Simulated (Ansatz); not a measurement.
HO2 (SMILES [O]O) moved off its minimum; all values from Ansatz (a program for electronic structure), cores frozen in correlated methods. Open shells are unrestricted.
(charge 0, multiplicity 2)
```xyz
3

O     -0.50181     0.42012    -0.03276
O      0.64234    -0.29308    -0.06704
H     -1.17833    -0.33287     0.03729
```

Task: Give the forces (eV/Å), the total energy and the dipole at CCSD(T)/aug-cc-pVTZ.

Result: 
```
atom      Fx      Fy      Fz
----  ------  ------  ------
O1    -0.821  -1.885   0.126
O2     0.014   0.361  -0.016
H3     0.807   1.524  -0.110
```
Energy -150.7248 hartree, dipole 2.13 D.
